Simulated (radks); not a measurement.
The numbers below are computed, except where a source is named.
Gd LII, 13 electrons, occupied as [Ne] 3s2 3p1. Level of theory: scalar-relativistic Kohn-Sham, LB94 model potential, spin-polarised, spherical densities, finite nucleus; open shells are filled with parallel spins first (spin-orbit coupling, left out, can overturn this in heavy ions); Fermi nuclear charge, rms radius 5.1569 fm (a radial shooting solver on a logarithmic mesh with Libxc functionals).

Unscreened Slater integrals over Kohn-Sham orbitals (eV). They are taken over the spin-up orbitals.

| integral | value |
|---|---|
| F0(3p,3p) | 113.83 |
| F2(3p,3p) | 56.920 |
| F0(3p,3s) | 111.91 |
| G1(3p,3s) | 72.097 |
| F0(3p,2p) | 150.39 |
| F2(3p,2p) | 39.190 |
| G0(3p,2p) | 15.643 |
| G2(3p,2p) | 17.366 |
| F0(3p,2s) | 145.97 |
| G1(3p,2s) | 12.398 |
| F0(3s,3s) | 110.39 |
| F0(3s,2p) | 144.38 |
| G1(3s,2p) | 15.210 |
| F0(3s,2s) | 141.42 |
| G0(3s,2s) | 12.199 |
| F0(2p,2p) | 306.47 |
| F2(2p,2p) | 145.45 |
| F0(2p,2s) | 282.77 |
| G1(2p,2s) | 161.01 |
| F0(2s,2s) | 267.86 |

Derived for the open shells (J is the average intra-shell exchange parameter used in DFT+U). 3p: J = F2/5 = 11.38 eV.
